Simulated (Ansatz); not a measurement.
```xyz
6

C    -0.0054   -0.0155   -1.2220
C     0.0196    0.0424    0.2962
N     0.0197   -0.0454    1.4422
H    -0.0057   -1.0570   -1.5982
H    -0.8824    0.4746   -1.5293
H     0.8824    0.4850   -1.5936
```

Basis set: def2-TZVP (spherical functions). Left uncorrelated: 3 orbitals. Charge 0, multiplicity 1.

Computed with Ansatz (development build ahead of 0.2.0); each method stands on the lowest determinant of its kind that the runs found. Restricted open shells among the atoms or ions are ROHF, correlated in semicanonical orbitals with singles. Restricted functionals stand beside restricted open-shell atoms, which can lie above the unrestricted atoms usual in DFT and then raise those values.

The atomization energy at this shape (free ground-state atoms in the same class of orbitals less the molecule, no zero-point energy) of singlet C2H3N:

```json
{"method": "PBE0 (restricted)", "atomization energy": "26.78 eV"}
{"method": "RHF-MP2", "atomization energy": "26.25 eV"}
```

What does RHF give?

19.05 eV.
